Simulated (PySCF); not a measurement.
**Frontier orbitals and the lowest excitations**

Compound: C₄H₉FSSi₂.
Cartesian coordinates in Å at the GFN2-xTB level; atoms count from 1:
```
atom  x, y, z in Å
F1    -2.3853   -2.0552    0.4572
C2    -2.0741   -0.8337    1.0019
C3    -3.0135    0.3284    0.6026
C4    -1.7775    0.9632    0.0339
C5    -0.9664   -0.0652    0.3150
Si6    0.8103   -0.5247    0.0070
S7     1.7040    1.2728   -0.7669
Si8    3.7245    0.6772   -1.1585
H9    -1.9456   -0.9944    2.0761
H10   -3.5031    0.8495    1.4245
H11   -3.7552    0.0368   -0.1390
H12   -1.6138    1.9205   -0.4243
H13    1.4826   -0.8869    1.2544
H14    0.9448   -1.5864   -0.9858
H15    3.7074   -0.4064   -2.1329
H16    4.3354    1.8906   -1.6684
H17    4.3184    0.2243    0.0933
```

Level of theory: PySCF 2.14.0, density-fitted response routines, TDDFT B3LYP/def2-SVPD, vertical, gas phase, core orbitals frozen in the response.

Kohn–Sham orbitals with the atoms that hold most of them (Löwdin shares over 4%, at most four atoms; ? is withheld):

| orbital | ε (eV) | atoms |
| --- | --- | --- |
| LUMO+2 | 0.01 | Si8 24%, S7 23%, Si6 17%, H16 6% |
| LUMO+1 | -0.43 | Si8 23%, S7 21%, Si6 14%, H16 7% |
| LUMO | -1.05 | ? |
| HOMO | -7.04 | S7 71%, Si8 9%, Si6 9% |
| HOMO-1 | -7.70 | ? |
| HOMO-2 | -8.39 | S7 29%, C5 15%, Si6 11%, C2 9% |
| HOMO-3 | -8.46 | S7 39%, Si6 12%, C5 9%, C2 7% |

Q: Give the leading atoms of the LUMO.

A: C4 (bonded to 2 C and H) 35%; C5 (bonded to 2 C and Si) 27%; Si6 (bonded to C, S and 2 H) 10%; H12 (bonded to C) 5%. By element: carbon 62% or more, silicon 10% or more, hydrogen 5% or more.

Q: Which atoms hold the HOMO-1, and with what shares?

A: C5 (bonded to 2 C and Si) 33%; C4 (bonded to 2 C and H) 28%; C3 (bonded to 2 C and 2 H) 10%; Si6 (bonded to C, S and 2 H) 6%. By element: carbon 71% or more, silicon 6% or more.

Q: How does S1 compare with the orbital gap of 5.99 eV?

A: S1 is at 5.19 eV (f = 0.0033), 0.80 eV below the gap, made of HOMO→LUMO (98%). Without the coupling terms of the response equations the lowest excitation would equal the gap.

Q: One configuration dominates each of S1 and S2. Which, and how do the shares of the two leading atoms of either orbital change from the occupied to the empty one?

A: 
- S1 (5.19 eV, f 0.0033), HOMO→LUMO (98%): S7 71% → at most 6%, Si8 9% → at most 6%, C4 at most 4% → 35%, C5 at most 4% → 27%
- S2 (5.62 eV, f 0.012), HOMO→LUMO+1 (98%): S7 71% → 21%, Si8 9% → 23%

One conformer stands for the species.
